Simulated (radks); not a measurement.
Question: The mean radii <r> (bohr) of the occupied orbitals of an atom or ion are listed with their occupations. All-electron calculation, scalar-relativistic Kohn-Sham, PBEsol, spin-polarised, spherical densities, point nucleus. Program: a radial shooting solver on a logarithmic mesh with Libxc functionals.

| orbital | occ. | <r> |
|---|---|---|
| 1s up | 1 | 0.08582 |
| 1s down | 1 | 0.08581 |
| 2s up | 1 | 0.4143 |
| 2s down | 1 | 0.4141 |
| 2p up | 3 | 0.3765 |
| 2p down | 3 | 0.3764 |
| 3s up | 1 | 1.327 |
| 3s down | 1 | 1.335 |
| 3p up | 3 | 1.459 |
| 3p down | 1 | 1.479 |
| 7d up | 1 | 26.86 |

Name the element and its charge. Open shells, if any, are filled with parallel spins first.

Answer: Z = 18, argon, charge +1: Ar+ in [Ne] 3s2 3p4 7d1. The 1s radius gives Z: for a bare nucleus <r> = (2 gamma + 1)/(2Z) with gamma = sqrt(1 - (Z/c)^2), 0.08285 bohr for Z = 18, and screening makes it slightly larger (0.08582 here). The occupations add up to 17, and the charge is Z minus that.
